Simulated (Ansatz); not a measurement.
Wavefunction ladder for `N#[C][Ge]([Cl])([Cl])[Cl]`

```xyz
6

N     0.702    1.920   -1.552
C     0.387    1.060   -0.856
Ge   -0.135   -0.369    0.298
Cl    1.548   -0.974    1.419
Cl   -0.842   -1.965   -0.888
Cl   -1.660    0.327    1.579
```

Total charge 0; spin multiplicity 1. Correlated methods include outer-core shells of Ge, which these sets cover unevenly. Scalar relativity is left out up to krypton. The structure was optimised at the PBE0-D4/def2-TZVP level. Frozen core, restricted reference, the Gaussian-basis code of Ansatz.

| basis | HF (Eh) | MP2 corr. | CCSD corr. | (T) | CCSD(T) total |
| --- | --- | --- | --- | --- | --- |
| def2-SVP | -3545.53697 | -0.88725 | -0.91475 | -0.02922 | -3546.48094 |
| def2-TZVPP | -3546.39017 | -1.13337 | -1.16993 | -0.05610 | -3547.61620 |
| def2-QZVPP | -3546.47280 | -1.47592 | – | – | – |
